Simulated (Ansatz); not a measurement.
C₃H₉In, charge -1, doublet, geometry from GFN2-xTB (such geometries of metal compounds can be far from the true shape) (a state made from the parent by changing its charge; the spin is typed, not shown lowest) (core potentials on In) (a gas-phase anion, which may not be bound at this level); CAM-B3LYP/def2-TZVPP (Ansatz, a first-principles code).

The Ansatz input:
Ansatz 0.2 input:
```yaml
crystal:
  periodic: [false, false, false]
  atoms:
    - {symbol: In, position_ang: [0.22895215, -0.16807644, -0.26351026]}
    - {symbol: C, position_ang: [-1.80926510, -1.27579263, 0.16821116]}
    - {symbol: H, position_ang: [-2.45964441, -1.35056491, -0.70933650]}
    - {symbol: H, position_ang: [-2.33948104, -0.68307554, 0.91992638]}
    - {symbol: H, position_ang: [-1.68602985, -2.28557070, 0.57284125]}
    - {symbol: C, position_ang: [-0.48277658, 2.02480246, -0.75890346]}
    - {symbol: H, position_ang: [0.33778056, 2.74398803, -0.84848395]}
    - {symbol: H, position_ang: [-1.11262313, 2.34780293, 0.07569829]}
    - {symbol: H, position_ang: [-1.08403774, 2.09670777, -1.67097867]}
    - {symbol: C, position_ang: [1.16469395, 0.07809696, 1.88858965]}
    - {symbol: H, position_ang: [2.06055072, 0.70724590, 1.90551002]}
    - {symbol: H, position_ang: [1.42074487, -0.87121702, 2.37005108]}
    - {symbol: H, position_ang: [0.40817104, 0.56778820, 2.50939061]}
basis:
  gaussian:
    orbitals: def2-TZVPP
hamiltonian:
  xc: cam_b3lyp
total_charge: -1
magnetization: {spin_polarized: true, initial_magnetization: 1}
```

### Question
Write the output that Ansatz gives for this input, abridged.

### Answer

```
Functional definition: CAM-B3LYP
1536 factors; their error is unknown
424 factors; integrals over basis functions are off by at most 9.7e-6 eV
mean field evaluation 1: about -8421.5347 eV, gradient 4.2e1 eV
mean field evaluation 2: about -8420.1818 eV, gradient 4.4e1 eV
mean field evaluation 4: about -8430.0749 eV, gradient 1.1e0 eV
mean field evaluation 8: about -8430.1069 eV, gradient 3.4e-1 eV
mean field evaluation 16: about -8430.1073 eV, gradient 4.3e-4 eV
mean field -8430.10729853 eV, -309.8007290891 hartree, gradient 3.7e-5 eV, S^2 0.752678; 0 other end points of the search recorded, 0 dependent functions left out
reference -8430.10746359 eV, -309.8007351548 hartree; 25, 24 occupied and 244, 245 virtual orbitals, 1536 factors
Total energy: -8430.10746359 eV, -309.8007351548 hartree
```
